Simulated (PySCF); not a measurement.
Two species compared at the same levels of theory.

First species: C4H5BCl2.
Geometry (PBE0-D3(BJ)/def2-SVP, Å), atoms numbered from 1 in this order:
```xyz
12
C4H5BCl2 angstrom
Cl     1.4643   -2.0671    1.5945
B      1.4629   -0.5756    0.6619
Cl     2.8341    0.5154    0.8201
C      0.2872   -0.2167   -0.2279
C     -0.0810    1.1125   -0.8353
C     -0.9261    0.5629    0.2475
C     -1.0963   -0.8133   -0.2671
H     -0.4798    1.1046   -1.8594
H      0.5663    1.9635   -0.6009
H     -1.0953    0.9487    1.2525
H     -1.5590   -0.9442   -1.2553
H     -1.3166   -1.6081    0.4525
```

Second species: C4H5BCl2.
Structure used (PBE0-D3(BJ)/def2-SVP), in Å, numbered top down from 1:
```
atom  x, y, z in Å
C1    -1.5990    0.1914    0.8968
C2    -0.3766   -0.6183    0.8721
C3     0.3331   -1.6506    0.5809
C4     1.0969   -0.5327    1.2867
B5     2.0542    0.3859    0.5026
Cl6    3.4224    1.1546    1.2903
Cl7    1.7887    0.7145   -1.2065
H8    -2.4396   -0.3370    0.4255
H9    -1.8731    0.4474    1.9326
H10   -1.4299    1.1401    0.3624
H11    0.4720   -2.6344    0.1435
H12    1.3299   -0.6699    2.3558
```

Levels: B3LYP/def2-SVPD for dipole moment, HOMO energy, LUMO energy, HOMO–LUMO gap, static isotropic polarisability and electronic spatial extent ⟨r²⟩ about the centre of nuclear charge; TDDFT B3LYP/def2-SVPD for lowest singlet excitation; TDA B3LYP/def2-SVPD for lowest triplet excitation (Tamm–Dancoff); ΔSCF B3LYP/def2-SVPD for vertical ionisation energy; PBE0-D3(BJ)/def2-SVP for rotational constant A and rotational constant C. Geometries: PBE0-D3(BJ)/def2-SVP. Each species is one conformer at its optimised geometry, gas phase, non-relativistic unless stated; the electronic structure was computed with PySCF and density fitting.

Dipoles, sizes and rotational constants follow the conformer. The torsions of the flexible species, by atom-mapped SMILES:
- `[Cl:1][B:2]([Cl:3])[C@:4]12[CH2:5][C@H:6]1[CH2:7]2`: Cl1–B2–C4–C5 164°
- `[CH3:1][C:2]1=[CH:3][C@H:4]1[B:5]([Cl:6])[Cl:7]`: C3–C4–B5–Cl6 -153°

(1) Which of the two has the higher S1 energy, and by how much?

(2) Which of the two has the higher vertical ionisation energy, and by how much?

(3) Which of the two has the higher dipole moment, and by how much?

(4) Which of the two has the higher rotational constant C, and by how much?

(5) Which of the two has the higher HOMO–LUMO gap, and by how much?

(6) Which of the two has the higher HOMO energy, and by how much?

(7) Which of the two has the higher ⟨r²⟩, and by how much?

(8) Which of the two has the higher T1 energy, and by how much?

Answers

(1) The first: 5.58 eV against 4.62 eV, a difference of 0.96 eV.

(2) The first: 9.60 eV against 9.28 eV, a difference of 0.32 eV.

(3) The second: 2.78 D against 2.14 D, a difference of 0.64 D.

(4) The first: 0.974 GHz against 0.935 GHz, a difference of 0.039 GHz.

(5) The first: 6.07 eV against 5.73 eV, a difference of 0.34 eV.

(6) The second: -7.11 eV against -7.53 eV, a difference of 0.42 eV.

(7) The second: 1256 bohr² against 1135 bohr², a difference of 121 bohr².

(8) The first: 4.45 eV against 3.99 eV, a difference of 0.46 eV.

On the first: S1 lies 0.49 eV below the HOMO–LUMO gap; its leading configuration is HOMO→LUMO, weight 0.97. In atomic units the dipole is 0.84 e·bohr (1 au = 2.5417 D).

On the second: The ΔSCF ionisation energy exceeds −ε(HOMO) by 2.17 eV with B3LYP. The principal polarisabilities are 77.9, 80.8 and 104.6 au; their mean is the isotropic value.
